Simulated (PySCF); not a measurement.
Compound: C5H10B2.
InChI=1S/C5H10B2/c1-4-2-3-7-5(4)6/h5,7H,1-3,6H2/t5-/m0/s1

The closed-shell ground state was solved at several levels (PySCF, density fitting, gas phase, non-relativistic). Geometry: GFN2-xTB, one conformer, isolated molecule.

| level | basis functions | HOMO (eV) | LUMO (eV) | gap (eV) | dipole (D) |
| --- | --- | --- | --- | --- | --- |
| PBE0/pcSseg-1 | 169 | -6.88 | -2.02 | 4.86 | 0.72 |
| CAM-B3LYP/def2-SVPD | 220 | -8.21 | -0.93 | 7.28 | 0.72 |

**Question.** Estimate the row for B3LYP/pcJ-1, a basis of 289 functions; the other rows only guide the guess.

**Answer.** HOMO -6.64 eV, LUMO -2.22 eV, gap 4.42 eV, dipole 0.74 D.

**Question.** Over all these levels, which gives the widest orbital gap and which the narrowest?

**Answer.** CAM-B3LYP/def2-SVPD (range-separated hybrid) has the widest, 7.28 eV, and B3LYP/pcJ-1 (global hybrid, 20 % exact exchange) the narrowest, 4.42 eV. Functional and basis both differ between the two, so the spread mixes both effects.

**Question.** How far do the dipole and the HOMO energy spread over the levels?

**Answer.** The dipole runs from 0.72 to 0.74 D (mean 0.73 D) and the HOMO from -8.21 to -6.64 eV.
